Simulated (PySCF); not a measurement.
Computed with delta-SCF UKS SCAN, pcX-2 on the ionised atom, pcseg-1 elsewhere, spin-free X2C (PySCF 2.14.0). Geometries: GFN2-xTB; isolated species, one conformer each. Kα1 is taken as the energy difference of the 1s-hole and 2p3/2-hole states at the ground state's geometry. Spin–orbit and ligand-field terms were added within each 2p shell after the spin-free SCF.

```
                                           site  Si 2p3/2 (eV)
Si5 in `[NH2:1][SiH:2]([NH2:3])[CH2:4][SiH3:5]`         106.45
         Si1 in `[SiH3:1][N-:2][SiH2:3][PH2:4]`         101.52
  Si5 in `[NH2:1][CH2:2][SiH2:3][NH:4][SiH3:5]`         106.73
```

Problem. What are the Si 1s binding energies, and the Kα1 emission energies that follow?

Solution. 
```tsv
site	bonded to	1s (eV)	2p3/2 (eV)	Kα1 = 1s − 2p3/2 (eV)
Si1 in `[SiH3:1][N-:2][SiH2:3][PH2:4]`	N and 3 H	1841.44	101.52	1739.92
Si5 in `[NH2:1][SiH:2]([NH2:3])[CH2:4][SiH3:5]`	C and 3 H	1846.18	106.45	1739.73
Si5 in `[NH2:1][CH2:2][SiH2:3][NH:4][SiH3:5]`	N and 3 H	1846.55	106.73	1739.82
```

Ranges: 1s 5.11 eV, 2p3/2 5.21 eV, Kα1 0.19 eV. A straight-line fit of 1s on 2p3/2 has slope 0.97.
